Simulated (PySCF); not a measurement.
# `C=CS[Si@@H](S)N[SiH3]`, C2H9NS2Si2

Molfile (atoms numbered from 1):
```
C2H9NS2Si2
     RDKit          3D

 16 15  0  0  0  0  0  0  0  0999 V2000
   -2.4295    0.7521    1.7179 C   0  0  0  0  0  0  0  0  0  0  0  0
   -1.5248    0.2776    0.8810 C   0  0  0  0  0  0  0  0  0  0  0  0
   -0.6295   -1.2114    1.1866 S   0  0  0  0  0  0  0  0  0  0  0  0
    0.5015   -1.3916   -0.6377 Si  0  0  1  0  0  4  0  0  0  0  0  0
   -0.7406   -1.8534   -2.3354 S   0  0  0  0  0  0  0  0  0  0  0  0
    1.2116    0.1159   -1.0402 N   0  0  0  0  0  0  0  0  0  0  0  0
    2.1828    1.1691   -0.0401 Si  0  0  0  0  0  4  0  0  0  0  0  0
   -2.9541    1.6673    1.5048 H   0  0  0  0  0  0  0  0  0  0  0  0
   -2.6727    0.2434    2.6342 H   0  0  0  0  0  0  0  0  0  0  0  0
   -1.2626    0.7754   -0.0396 H   0  0  0  0  0  0  0  0  0  0  0  0
    1.4093   -2.4929   -0.3693 H   0  0  0  0  0  0  0  0  0  0  0  0
   -1.5736   -2.6566   -1.6948 H   0  0  0  0  0  0  0  0  0  0  0  0
    1.2451    0.3103   -2.0286 H   0  0  0  0  0  0  0  0  0  0  0  0
    2.2489    2.4158   -0.7985 H   0  0  0  0  0  0  0  0  0  0  0  0
    1.4786    1.3186    1.2286 H   0  0  0  0  0  0  0  0  0  0  0  0
    3.5021    0.5691    0.1667 H   0  0  0  0  0  0  0  0  0  0  0  0
  1  2  2  0
  2  3  1  0
  3  4  1  0
  4  5  1  0
  4  6  1  0
  6  7  1  0
  1  8  1  0
  1  9  1  0
  2 10  1  0
  4 11  1  1
  5 12  1  0
  6 13  1  0
  7 14  1  0
  7 15  1  0
  7 16  1  0
M  END
```

Method: GIAO B3LYP/pcSseg-1 magnetisability, rotational g tensor and spin-rotation constants, non-relativistic, gas phase in PySCF. Geometry: GFN2-xTB.

(1) Give the nuclear spin-rotation constants along the inertial axes (H = +C I·J) beside the isotropic shieldings.

(2) How do the rotational constants and the g tensor change when H8, H9, H10, H11, H12, H13, H14, H15, H16 are replaced by deuterium?

Answers

(1) Rotational constants 1.0677, 1.0588, 0.6417 GHz. A star marks the isotopologue with that one atom substituted, in its own axes.
| atom | isotope | Caa (kHz) | Cbb (kHz) | Ccc (kHz) | mean (kHz) | σ (ppm) |
| --- | --- | --- | --- | --- | --- | --- |
| N6 | 14N | 0.037 | 0.037 | 0.024 | 0.032 | 246.2 |
| H8 | 1H | -0.119 | -0.088 | 0.045 | -0.054 | 26.1 |
| H9 | 1H | -0.091 | -0.032 | -0.006 | -0.043 | 26.3 |
| H10 | 1H | -0.083 | -0.032 | -0.002 | -0.039 | 25.2 |
| H11 | 1H | -0.092 | -0.068 | 0.023 | -0.046 | 26.0 |
| H12 | 1H | -0.032 | -0.116 | -0.071 | -0.073 | 31.5 |
| H13 | 1H | -0.130 | -0.060 | -0.050 | -0.080 | 31.8 |
| H14 | 1H | -0.067 | -0.097 | 0.010 | -0.051 | 27.3 |
| H15 | 1H | -0.083 | 0.036 | -0.058 | -0.035 | 27.2 |
| H16 | 1H | -0.057 | -0.077 | -0.005 | -0.046 | 27.2 |
| C1 | 13C* | 0.321 | 0.166 | 0.295 | 0.260 | 60.2 |
| C2 | 13C* | 0.307 | 0.234 | 0.308 | 0.283 | 45.2 |
| S3 | 33S* | 0.299 | 0.274 | 0.155 | 0.243 | 493.2 |
| Si4 | 29Si* | -0.645 | -0.678 | -0.458 | -0.594 | 333.5 |
| S5 | 33S* | 0.136 | 0.200 | 0.141 | 0.159 | 666.2 |
| Si7 | 29Si* | -0.584 | -0.601 | -0.386 | -0.524 | 397.3 |

For the geometry as given, no vibrational averaging.

(2) Constants 0.9724, 0.9427, 0.5834 GHz; g -0.0159, -0.0116, -0.0097, against -0.0138, -0.0167, -0.0106 before.
